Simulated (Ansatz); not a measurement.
Cost and result for the atomization energy of `[BH2][SnH]([Cl])[O]C` (11 atoms, 10 bonds).

Cartesian coordinates in Å:
```
B -0.865 0.599 -2.468
Sn -0.439 0.726 -0.271
Cl 1.390 2.193 -0.095
O 0.232 -1.013 0.328
C 0.689 -1.180 1.647
H -0.584 -0.393 -3.062
H -1.332 1.539 -3.031
H -1.544 1.260 0.917
H 0.905 -2.241 1.803
H -0.060 -0.876 2.393
H 1.609 -0.613 1.838
```

Charge 0, multiplicity 1. Correlated methods include outer-core shells of Sn, which these sets cover unevenly. Sn: def2 effective core potential. Geometry: relaxed with PBE0-D4/def2-TZVP. It is one conformer, not always the lowest. Program: Ansatz. All runs use 4 threads of an Arm Neoverse N1 on a shared host. Times are those of one run each, without the atoms' runs, and a repeat can differ threefold. Electronic energies, without spin–orbit coupling; frozen cores. CCSD(T)/CBS adds CCSD(T) − MP2 in def2-TZVPP to the MP2 limit, and its time is that of the two runs behind it. T1 = 0.013. With those shells the extrapolation isn't a true limit. B3LYP takes the VWN-RPA correlation (the form of Gaussian; ORCA's B3LYP/G).

CCSD(T)/CBS is a level of theory with its own doubt, some kJ/mol a heavy atom from the limit and from the frozen cores, so smaller differences don't rank the functionals.

| level | functions | wall time | atomization (kJ/mol) | difference from CCSD(T)/CBS | per bond |
| --- | --- | --- | --- | --- | --- |
| PBE-D4/def2-TZVPP (with forces) | 269 | 5.5 s | 3597.8 | 29.3 | 2.9 |
| PBE0-D4/def2-TZVPP | 269 | 7 s | 3541.5 | -27.0 | -2.7 |
| r2SCAN-D4/def2-TZVPP (with forces) | 269 | 10 s | 3564.9 | -3.6 | -0.4 |
| B3LYP-D4/def2-TZVPP (with forces) | 269 | 11 s | 3543.3 | -25.2 | -2.5 |
| B2PLYP/def2-TZVPP | 269 | 13 s | 3504.0 | -64.5 | -6.4 |
| ωB97X-V/def2-TZVPP | 269 | 17 s | 3575.0 | 6.5 | 0.6 |
| ωB97M-V/def2-TZVPP (with forces) | 269 | 27 s | 3559.1 | -9.4 | -0.9 |
| MP2/def2-QZVPP | 503 | 45 s | 3566.7 | -1.8 | -0.2 |
| CCSD(T)/def2-TZVPP | 269 | 11 min | 3465.3 | -103.2 | -10.3 |
| CCSD(T)/CBS(def2) | – | 11 min | 3568.5 | 0.0 | 0.0 |

From PBE to PBE0 (25 % exact exchange), in def2-TZVPP and without D4, the atomization energy moves by −52.9 kJ/mol: exact exchange takes away binding that semilocal exchange gives to molecules. The D4 term adds +38.9 kJ/mol with B3LYP and +20.7 kJ/mol with PBE0; it sums over pairs of atoms, weighted by their polarisabilities, and B3LYP, whose exchange is more repulsive, gets the larger term. In def2-TZVPP, CCSD(T) changes the Hartree–Fock value by +876.5 kJ/mol (the triples alone add +53.4 kJ/mol) and MP2 by +916.1 kJ/mol; breaking electron pairs costs correlation energy, which Hartree–Fock lacks.

Spin–orbit coupling would lower the free Sn atoms strongly, and the atomization energy with them, by more than many differences here. For some Ge, Se and Sn compounds the MP2-based and the directly extrapolated limit differ by 10 to 25 kJ/mol.
